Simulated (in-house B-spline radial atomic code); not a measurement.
**Ionising neutral krypton with different functionals**

Computed with an all-electron radial atomic-structure program (B-spline basis): non-relativistic Hamiltonian, point nucleus, spin-polarised at highest spin, spherical fractional occupations for the functionals, and exact exchange of hybrids averaged over the configuration. The ionisation energy is the difference of two self-consistent energies, [Ar] 3d10 4s2 4p6 → [Ar] 3d10 4s2 4p5, without Breit or QED terms; ε is the level of the shell that loses the electron (its least bound occupied spin orbital). There is no spin-orbit coupling in this Hamiltonian.

```json
{"method": "PBE0", "rung": "global hybrid", "ΔSCF (eV)": "14.15", "-ε(4p) (eV)": "10.77"}
{"method": "B3LYP", "rung": "global hybrid", "ΔSCF (eV)": "14.16", "-ε(4p) (eV)": "10.48"}
{"method": "TPSSh", "rung": "global hybrid", "ΔSCF (eV)": "14.23", "-ε(4p) (eV)": "10.00"}
{"method": "M06-2X", "rung": "global hybrid", "ΔSCF (eV)": "?", "-ε(4p) (eV)": "?"}
{"method": "BHandHLYP", "rung": "global hybrid", "ΔSCF (eV)": "14.05", "-ε(4p) (eV)": "12.10"}
{"method": "r2SCAN0", "rung": "global hybrid", "ΔSCF (eV)": "14.38", "-ε(4p) (eV)": "11.04"}
{"method": "B97-1", "rung": "global hybrid", "ΔSCF (eV)": "14.08", "-ε(4p) (eV)": "10.47"}
{"method": "HSE06", "rung": "range-separated hybrid", "ΔSCF (eV)": "14.13", "-ε(4p) (eV)": "10.35"}
{"method": "wB97X", "rung": "range-separated hybrid", "ΔSCF (eV)": "14.01", "-ε(4p) (eV)": "13.24"}
{"method": "CAM-B3LYP", "rung": "range-separated hybrid", "ΔSCF (eV)": "14.14", "-ε(4p) (eV)": "12.19"}
{"method": "LC-wPBE", "rung": "range-separated hybrid", "ΔSCF (eV)": "?", "-ε(4p) (eV)": "?"}
```

What does M06-2X give?

ΔSCF 13.99 eV, and -ε(4p) = 12.12 eV.

What does LC-wPBE give?

ΔSCF 14.14 eV, and -ε(4p) = 13.66 eV.

Among the functionals, which spreads more, the ΔSCF values or the orbital energies?

The orbital energies: ΔSCF values span about 0.40 eV and the orbital energies 3.66 eV; here energy differences depend much less on the functional than eigenvalues do.

How do they compare with the NIST value?

NIST lists 14.000 eV (measured, ground level to ground level). Errors run from -0.01 to +0.38 eV; wB97X is closest (+0.01 eV), but part of that can be cancellation, since the calculations leave out relativity, Breit-QED terms, multiplet and fine-structure energies.
